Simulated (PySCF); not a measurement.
PySCF input file for CH₃NO₂Si, SMILES C(O[SiH2]O)#N, SMD-M06-2X/def2-SVP. Geometry optimised at r2SCAN-D4/def2-SVP. The structure was generated by enumeration, and PubChem lists no compound with its InChIKey, so it may never have been made. The values are those of a single conformer.

```python
import numpy as np
from pyscf import gto, scf, dft
from pyscf.solvent import smd

mol = gto.M(
    atom='''
    N     1.63213438    1.84478815    0.67498549
    C     1.29838415    0.79487726    0.28447843
    O     0.94123001   -0.36313304   -0.13510943
    Si   -0.68209304   -0.70981150   -0.61421838
    O    -1.70820957   -0.41605561    0.63256709
    H    -0.65476280   -2.15744964   -0.87745029
    H    -0.93962314    0.15181331   -1.79554878
    H    -1.93572075    0.49372579    0.86062596
    ''',
    basis='def2-SVP',
    charge=0,
    spin=0,
    max_memory=1600,
    verbose=3,
)
mf = dft.RKS(mol, xc='m06-2x').density_fit(auxbasis='def2-universal-jkfit')
mf.grids.level = 4
mf.conv_tol = 1e-9
mf.max_cycle = 100
mf.kernel()
res = {}
for name in ['water', 'n-hexane', 'acetone']:
    s = mf.SMD()
    s.with_solvent.solvent, s.with_solvent.sasa_ng = name, 302
    s.kernel(mf.make_rdm1())
    res[name] = (s.e_tot, s.with_solvent.get_cds(), s.dip_moment(), s.mo_energy, s.converged)
    print(f'SMD {name}: dG(solv) = {(s.e_tot - mf.e_tot) * 627.509474:.3f} kcal/mol, of which CDS {res[name][1] * 627.509474:.3f}')
```

Output:

```
converged SCF energy = -534.25641586728
converged SCF energy = -534.264801428314
Dipole moment(X, Y, Z, Debye): -3.62202, -2.02347, -2.14010
SMD water: dG(solv) = -5.262 kcal/mol, of which CDS 5.551
converged SCF energy = -534.259572074303
Dipole moment(X, Y, Z, Debye): -3.28922, -1.90582, -1.88019
SMD n-hexane: dG(solv) = -1.981 kcal/mol, of which CDS 0.871
converged SCF energy = -534.266446948373
Dipole moment(X, Y, Z, Debye): -3.59702, -2.13666, -2.10640
SMD acetone: dG(solv) = -6.295 kcal/mol, of which CDS 1.320
```

Self-consistency was reached.

Cost: about 100 core-seconds (a rough figure).
